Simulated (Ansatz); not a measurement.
C₃H₄ClNSi, SMILES Cl[Si@H]1C=CC=N1.

The structure is a stationary point at B3LYP-D3(BJ)/def2-SVP. The structure was generated by enumeration; whether it is a known compound was not checked.

Two levels are set side by side: PBE/def2-SVPD (Ansatz, a first-principles code) and CAM-B3LYP/def2-SVPD (Ansatz). Energy differences of separate SCF runs at the same geometry; the states with an electron removed or added have multiplicity 2 and 2. Differences are taken from unrounded values.

| quantity | CAM-B3LYP | PBE | PBE minus CAM-B3LYP |
|---|---|---|---|
| vertical ionisation energy (eV) | 9.79 | 9.46 | -0.33 |
| vertical electron affinity (eV) | 0.58 | 0.69 | 0.11 |
| vertical singlet–triplet gap (eV) | 3.13 | 2.89 | -0.24 |
